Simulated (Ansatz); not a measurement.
C3H9NSi, SMILES `CNC1C[SiH2]1`, relaxed with RKS PBE0-D4/def2-TZVP in Ansatz from a PBE-D4/def2-SVP geometry. The force threshold is 0.005 eV/Å; the program also tests the step.

Total charge 0; spin multiplicity 1.

Start:

```xyz
14

C     0.611   -0.736   -1.802
N    -0.439   -0.580   -0.806
C    -0.256    0.542    0.076
C     0.716    0.302    1.255
Si   -1.078    0.466    1.777
H     0.397   -1.614   -2.445
H     1.581   -0.925   -1.296
H     0.758    0.154   -2.468
H    -1.360   -0.535   -1.255
H    -0.143    1.551   -0.390
H     1.428    1.109    1.495
H     1.162   -0.707    1.295
H    -1.847   -0.762    2.137
H    -1.530    1.735    2.426
```

| step | energy (eV) | largest force (eV/Å) | largest move (Å) |
| --- | --- | --- | --- |
| 1 | -12617.0422 | 0.582 | 0.000 |
| 2 | -12617.0977 | 0.362 | 0.035 |
| 3 | -12617.1056 | 0.039 | 0.018 |
| 4 | -12617.1059 | 0.028 | 0.007 |
| 5 (rejected) | -12617.1058 | 0.040 | 0.021 |
| 6 | -12617.1060 | 0.010 | 0.010 |
| 7 | -12617.1062 | 0.018 | 0.013 |
| 8 (rejected) | -12617.0766 | 0.828 | 0.029 |
| 9 | -12617.1062 | 0.004 | 0.005 |

End:

```xyz
14

C     0.617   -0.714   -1.789
N    -0.437   -0.598   -0.802
C    -0.273    0.518    0.079
C     0.704    0.286    1.250
Si   -1.061    0.475    1.761
H     0.418   -1.566   -2.443
H     1.569   -0.897   -1.284
H     0.740    0.186   -2.414
H    -1.342   -0.567   -1.249
H    -0.150    1.502   -0.390
H     1.427    1.069    1.453
H     1.123   -0.715    1.289
H    -1.827   -0.722    2.162
H    -1.508    1.743    2.378
```

Hardware: 4 threads of a server CPU on a shared host. Wall time 38 s, peak host memory 0.58 GiB.
